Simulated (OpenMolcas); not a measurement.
**5d ions of charge +0 along the row**

| Item | Value |
| --- | --- |
| Program | OpenMolcas 26.06 |
| Method | SS-CASPT2, IPEA 0.25 Eh, imaginary shift 0.1 Eh |
| Basis | ANO-RCC-VTZP |
| Scalar Hamiltonian | DKH2, point nucleus |
| Spin-orbit coupling | state interaction with AMFI integrals over the reference wave functions, term energies averaged over their components |

Active space: the 5d shell under a closed s shell; CASPT2 also correlates the outermost closed s and p core shells.

B and C come from two terms' centres of gravity (d2, d8: 3P = 15B, 1G = 12B + 2C; d3, d7: 4P = 15B, 2G = 4B + 3C; d4, d6: 3G = 9B + 4C, 3H = 4B + 4C; d5: 4D = 17B + 5C, 4G = 10B + 5C, above the ground term), where all their levels are at least 80 % pure. ζ = ±2S·A comes from the whole width of the ground multiplet by E(J) = (A/2) J(J+1), where its levels are at least 85 % pure. Energies in cm-1.

```json
{"Ion": "Hf", "Configuration": "5d2 6s2", "Lowest level": "3F2", "Weight (%)": "91", "B": "482", "B measured": "337", "C": "1787", "C measured": "1874", "ζ": "1509", "ζ measured": "1305"}
{"Ion": "Ta", "Configuration": "5d3 6s2", "Lowest level": "4F 3/2", "Weight (%)": "90", "B": "", "B measured": "", "C": "", "C measured": "", "ζ": "", "ζ measured": ""}
{"Ion": "W", "Configuration": "5d4 6s2", "Lowest level": "5D0", "Weight (%)": "73", "B": "", "B measured": "", "C": "", "C measured": "", "ζ": "", "ζ measured": ""}
{"Ion": "Re", "Configuration": "5d5 6s2", "Lowest level": "6S 5/2", "Weight (%)": "90", "B": "", "B measured": "", "C": "", "C measured": "", "ζ": "", "ζ measured": ""}
{"Ion": "Os", "Configuration": "5d6 6s2", "Lowest level": "5D4", "Weight (%)": "85", "B": "", "B measured": "", "C": "", "C measured": "", "ζ": "", "ζ measured": ""}
{"Ion": "Ir", "Configuration": "5d7 6s2", "Lowest level": "4F 9/2", "Weight (%)": "85", "B": "", "B measured": "", "C": "", "C measured": "", "ζ": "", "ζ measured": ""}
```

Measured columns use the levels in NIST Handbook of Basic Atomic Spectroscopic Data (Hf).

CASPT2 breaks the degeneracy within a term, and the mean is taken; among the low terms the widest spread is 2000 cm-1 (5d7 6s2 2H, Ir). Over all roots computed the reference weight is 0.85 to 0.91 in Hf; the roots of lowest weight are the least certain, and an intruder state may touch them. With the s shell closed, the reference lacks s² → p², s² → d² and s → d mixing, so excited terms can stand far too high and out of order, with CASPT2 too. The CASPT2 spread within a term exceeds the gap to the next term for 5d3 6s2 2P and 5d3 6s2 2H, so the order of their levels is uncertain (figures for Ta; the like holds for W, Re, Os, Ir). Some levels mix across a computed gap that differs much from the measured one, so their mixing is not that of the real levels (holds for Hf; Os; Ir). Some terms miss by over 15 % even with CASPT2, which points to a basis or an active space too small for the shells correlated (holds for Hf; Ta; W; Re; Os). Some high roots are left out of the spin-orbit mixing, which shifts the levels that they would mix with (holds for W; Re; Os). Measured partners are found by configuration, term and J. A level has none where our copy of the source lacks it or the pairing is in doubt (some pairs that miss far off the trend of their configuration count as doubtful), and it then counts in no deviation. Levels of configurations outside the active space are missing.
